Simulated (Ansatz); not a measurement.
# The atomisation energy (no zero-point term) down a group: B to In

All atoms of one element are swapped for its congeners: B2N2H8 `[BH2-]1[NH2+][BH2-][NH2+]1`; Al2N2H8 `[NH2+]1[AlH2-][NH2+][AlH2-]1`; In2N2H8 `[NH2+]1[InH2-][NH2+][InH2-]1`. The Ga member is missing. All are singlets with charge 0.

Shapes, held fixed at every level: PBE0-D4/def2-TZVP. Programs: Ansatz 0.2.0. Values in eV.

```json
{"level": "HF/def2-TZVPP", "B2N2H8": "32.61", "Al2N2H8": "28.38", "In2N2H8": "22.81"}
{"level": "PBE-D4/def2-TZVPP", "B2N2H8": "45.14", "Al2N2H8": "38.98", "In2N2H8": "33.76"}
{"level": "B3LYP-D4/def2-TZVPP", "B2N2H8": "44.73", "Al2N2H8": "39.24", "In2N2H8": "33.65"}
{"level": "PBE0-D4/def2-TZVPP", "B2N2H8": "44.55", "Al2N2H8": "38.61", "In2N2H8": "33.33"}
{"level": "wB97X-V/def2-TZVPP", "B2N2H8": "44.61", "Al2N2H8": "39.43", "In2N2H8": "34.25"}
{"level": "MP2/def2-TZVPP", "B2N2H8": "43.58", "Al2N2H8": "38.18", "In2N2H8": "32.82"}
{"level": "CCSD(T)/def2-TZVPP", "B2N2H8": "43.23", "Al2N2H8": "38.18", "In2N2H8": "33.19"}
```

At CCSD(T)/def2-TZVPP the atomisation energy falls at every step, from 43.23 to 33.19 eV. Every level shows the same order. For atoms past krypton def2 sets carry core potentials with scalar relativity. Outer-core shells of In are correlated, in sets that cover them unevenly. Spin-orbit coupling, which grows down the group, is left out (summed over each molecule's free atoms 0.00, 0.02, 0.37 eV). Coupled cluster in double- or triple-zeta sets underbinds by a few per cent against its basis-set limit.
